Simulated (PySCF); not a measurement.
C2H8GeO3, SMILES C[CH2][Ge]([OH])([OH])[OH]. Atoms are numbered in the order given.

```xyz
14

C     -2.5128     0.3683     0.3967
C     -1.2812    -0.2623     1.0539
Ge     0.3158    -0.0496    -0.0425
O      0.7619     1.6472    -0.3374
O      1.6452    -0.9262     0.7607
O      0.1214    -0.6334    -1.7117
H     -2.3675     1.4477     0.2317
H     -2.7103    -0.0839    -0.5877
H     -3.4134     0.2396     1.0180
H     -1.0720     0.1834     2.0406
H     -1.4195    -1.3425     1.2255
H      0.7565     2.1702     0.4747
H      2.4931    -0.7683     0.3224
H      0.1647    -1.5972    -1.7612
```

Geometry optimised at B3LYP-D3(BJ)/def2-SVP. Other conformers were not sampled.

Two levels are set side by side: PBE/pcSseg-1 (PySCF) and HF/pcSseg-1 (PySCF). GIAO shifts against GeH4 (⁷³Ge), H2O (¹⁷O), TMS (¹H), TMS (¹³C) at the same level; non-relativistic, no solvent, atoms listed together averaged. Differences are taken from unrounded values.

```json
[
 {"quantity": "δ(¹³C) of C1 (ppm)", "PBE": "11.6"},
 {"quantity": "δ(¹³C) of C2 (ppm)", "PBE": "17.5"},
 {"quantity": "δ(⁷³Ge) of Ge3 (ppm)", "PBE": "417.2"}
]
```

**Question.** These are the PBE values. What does HF give? (An estimate is asked for; the answer gives what the named calculation found.)

**Answer.** 
| quantity | HF | PBE minus HF |
|---|---|---|
| δ(¹³C) of C1 (ppm) | 10.0 | 1.6 |
| δ(¹³C) of C2 (ppm) | 7.5 | 10.0 |
| δ(⁷³Ge) of Ge3 (ppm) | 300.1 | 117.1 |

Rough cost on one machine, each run with all the roots and properties that it gave: HF against PBE within a factor of 2.
